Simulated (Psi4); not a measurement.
C₂H₁₀Si₂ (SMILES C[SiH2]C[SiH3]), singlet, geometry from GFN2-xTB.

Psi4 was given this input:
```
memory 2 GB

molecule {
0 1
Si    2.13749046   -0.16735913   -0.23683627
C     0.34904102    0.24413148   -0.71582281
Si   -0.95907367   -0.12799349    0.61285783
C    -2.67890812    0.34545313   -0.04167964
H     3.03441618    0.16834222   -1.34879024
H     2.25959305   -1.59647741    0.05619598
H     2.53025966    0.60916080    0.94040845
H     0.29329182    1.30092591   -0.98099728
H     0.09631364   -0.30423185   -1.62448474
H    -0.94484701   -1.55983902    0.94163592
H    -0.67383906    0.64858082    1.82696352
H    -2.73368530    1.40177707   -0.28989698
H    -3.44812630    0.14353712    0.69745869
H    -2.93200917   -0.21434659   -0.93778052
}

set {
  basis def2-svpd
  freeze_core true
}

energy('mp2')
print_variables()
```

What nuclear repulsion energy does MP2/def2-SVPD (Psi4) give?

214.2431 Eh

Give the MP2 correlation energy at the level MP2/def2-SVPD.

-0.5232 Eh

What is the computed number of basis functions (MP2/def2-SVPD)?

168

Estimate the total energy that MP2/def2-SVPD returns for this input.

-659.727067 Ha
